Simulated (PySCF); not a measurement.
## Magnetisability: SMILES O=C1C=C(C(=O)O)CC1, C$_{6}$H$_{6}$O$_{3}$

Geometry:
```
atom   x (Å)   y (Å)   z (Å)
  O1  -2.659  -0.303   1.666
  C2  -1.700  -0.177   0.949
  C3  -0.282  -0.193   1.348
  C4   0.507  -0.024   0.278
  C5   1.983   0.011   0.319
  O6   2.649  -0.108   1.314
  O7   2.521   0.192  -0.896
  C8  -0.266   0.130  -0.995
  C9  -1.727   0.030  -0.558
 H10   0.042  -0.324   2.365
 H11   3.489   0.211  -0.834
 H12   0.015  -0.650  -1.704
 H13  -0.032   1.087  -1.466
 H14  -2.296   0.932  -0.784
 H15  -2.249  -0.805  -1.025
```

Computed with GIAO B3LYP/pcSseg-1 magnetisability, rotational g tensor and spin-rotation constants, non-relativistic, gas phase (PySCF 2.14.0). Geometry: GFN2-xTB.

What are the magnetisability and the molar susceptibility?

Isotropic -984 × 10⁻³⁰ J/T², or -59.2 × 10⁻⁶ cm³/mol; principal values -1306, -878, -767 × 10⁻³⁰ J/T², anisotropy 493 × 10⁻³⁰ J/T² (root of half the summed squared differences of the principal values). The susceptibility is in cgs units.

Split it along the inertial axes a, b, c into diamagnetic and paramagnetic parts about the centre of mass, with the quadrupole moment.


| axis | χ (10⁻⁶ cm³/mol) | diamagnetic (10⁻⁶ cm³/mol) | paramagnetic (10⁻⁶ cm³/mol) | summed x² of all electrons (Å²) | quadrupole Θ (D Å) |
| --- | --- | --- | --- | --- | --- |
| a | -46.3 | -405.6 | 359.3 | 262.7 | -5.50 |
| b | -52.7 | -1171.8 | 1119.1 | 82.1 | -0.19 |
| c | -78.7 | -1462.5 | 1383.9 | 13.5 | +5.70 |

Anisotropies 2χaa − χbb − χcc = +38.8 and 2χbb − χaa − χcc = +19.5 × 10⁻⁶ cm³/mol. Θ is traceless in Buckingham's convention.

And the rotational g tensor?


```csv
axis,rotational constant (GHz),g,nuclear part,electronic part
a,3.9745,-0.0858,0.5850,-0.6709
b,1.0474,-0.0210,0.5297,-0.5507
c,0.8375,-0.0080,0.5365,-0.5445
```
Asymmetric top; isotopes 12C, 1H, 16O; no vibrational averaging.
